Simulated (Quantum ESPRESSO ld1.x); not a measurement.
The numbers below are computed, except where a source is named.
Species: Mo XXX. Configuration: [Ne] 3s2 3p1.

Code: ld1.x of Quantum ESPRESSO 7.5. Model: scalar-relativistic Kohn-Sham, LDA (Slater exchange, Perdew-Zunger correlation), spin-polarised, spherical densities, point nucleus; open shells are filled with parallel spins first.

Energy parts (eV):
| part | energy |
|---|---|
| total | -93188.81 |
| kinetic | 96541.69 |
| electron-nucleus | -201981.09 |
| Hartree | 14211.87 |
| exchange-correlation | -1961.28 |

Orbitals (lengths in bohr, moments of r in powers of bohr; r(max) is where P^2 peaks):
1s up: occ. 1; eigenvalue (eV) -21304.2; r(max) 0.023
1s down: occ. 1; eigenvalue (eV) -21302.3; r(max) 0.023
2s up: occ. 1; eigenvalue (eV) -4232.31; r(max) 0.129
2s down: occ. 1; eigenvalue (eV) -4230.43; r(max) 0.129
2p up: occ. 3; eigenvalue (eV) -3953.50; r(max) 0.103
2p down: occ. 3; eigenvalue (eV) -3951.31; r(max) 0.103
3s up: occ. 1; eigenvalue (eV) -1643.97; r(max) 0.350
3s down: occ. 1; eigenvalue (eV) -1637.14; r(max) 0.350
3p up: occ. 1; eigenvalue (eV) -1555.62; r(max) 0.336
3p down: occ. 0; eigenvalue (eV) -1548.77; r(max) 0.336
3d up: occ. 0; eigenvalue (eV) -1441.33; r(max) 0.271
3d down: occ. 0; eigenvalue (eV) -1435.32; r(max) 0.269
4s up: occ. 0; eigenvalue (eV) -860.670; r(max) 0.702
4s down: occ. 0; eigenvalue (eV) -858.288; r(max) 0.702

The highest occupied level is 3p up at -1555.6 eV. The density falls to 0.001 e/bohr^3 at r = 0.96 bohr. Summed over all electrons, <r^2> = 0.6460 bohr^2, which gives a Langevin (diamagnetic) susceptibility term of -0.512 x 10^-6 cm^3/mol. Spin moment in Bohr magnetons: 1. For comparison, the ionisation energy in NIST's Atomic Spectra Database is 1587 eV (semi-empirical). In exact Kohn-Sham theory the highest level is minus the ionisation energy, but local and semilocal functionals leave it too shallow, through self-interaction and a potential that decays too fast; potentials with the right tail come closer.
